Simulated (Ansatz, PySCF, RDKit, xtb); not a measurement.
Noncovalent pair: SiH4 (SMILES [SiH4]) (first 5 atoms) with H2Se (SMILES [SeH2]); geometry from B3LYP-D3(BJ)/def2-TZVP, rigid monomers moved along the line of their centres of mass till Si1···Se6 is 3.50 Å.
(charge 0, multiplicity 1):
```xyz
8

Si     0.195    -0.010     0.036
H     -0.614    -1.176     0.450
H     -0.444     1.238     0.510
H      0.273     0.025    -1.445
H      1.562    -0.116     0.590
Se    -0.073     0.021     3.525
H      0.346     1.423     3.383
H     -1.467     0.373     3.219
```

Counterpoise-corrected where a basis set is named; no monomer relaxation. Rows marked so take none. RDKit's UFF carries no charges.

Rows in 3-21G carry no dispersion term and start afresh at each structure; the Pople sets are all-electron and without relativity.

Programs: Ansatz (Gaussian basis) for Hartree–Fock, density functionals and correlated methods; PySCF for 3-21G rows; RDKit for the force fields; xtb for the GFN methods. Each number belongs to the level named beside it.

Problem. One of these levels gives 13.4 kJ/mol for the interaction energy. Name it.
A. HF/3-21G (no counterpoise)
B. HF/def2-TZVPPD
C. UFF
D. GFN-FF

Solution. B, HF/def2-TZVPPD. The others give 2.4 (UFF), -0.2 (GFN-FF), 6.5 (HF/3-21G (no counterpoise))

Ansatz is a first-principles code.
